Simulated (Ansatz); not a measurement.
A run for Ansatz (a program for electronic structure): R-PBE/def2-TZVPPD on CH6OSn (SMILES C[O][SnH3]). Elements past Kr take the def2 small-core potentials; no spin–orbit coupling. Files ending in .json are basis or fitting sets from the Basis Set Exchange.

Ansatz 0.2 input:
```yaml
crystal:
  periodic: [false, false, false]
  atoms:
    - {symbol: C, position_ang: [-2.39904962, 0.93890578, 1.31315653]}
    - {symbol: O, position_ang: [-1.37291413, 0.01228571, 1.60067689]}
    - {symbol: Sn, position_ang: [0.54451024, 0.55248075, 1.33345382]}
    - {symbol: H, position_ang: [-3.35934857, 0.45427727, 1.51037498]}
    - {symbol: H, position_ang: [-2.34093563, 1.83846115, 1.93861920]}
    - {symbol: H, position_ang: [-2.39360849, 1.26149960, 0.26456947]}
    - {symbol: H, position_ang: [0.30415776, 2.16826540, 0.74633839]}
    - {symbol: H, position_ang: [1.28824544, -0.35540104, 0.09287355]}
    - {symbol: H, position_ang: [1.38798659, 0.64904107, 2.81542265]}
basis:
  gaussian:
    orbitals: def2-TZVPPD.json
hamiltonian:
  xc: {name: PBE}
scf: {lower_state_search: off}
```

The head of its log:

```
WARN ansatz: RAYON_NUM_THREADS=1 ignored (pool sized by the plan → 1); use --threads N
Functional definition: PBE
these checks for a lower state are left out or cut short: stability, starts, cluster_reference, orbital_swaps, neighbouring_geometries, increment
integrals: 0.13 GiB planned
1116 factors; their error is unknown
mean field: 1.09 GiB planned
mean field evaluation 1: about -9000.4547 eV, gradient 6.8e1 eV
mean field evaluation 2: about -8859.8298 eV, gradient 2.1e2 eV
```

### Question
What total energy does the run end on?

### Answer
-331.1071 hartree.
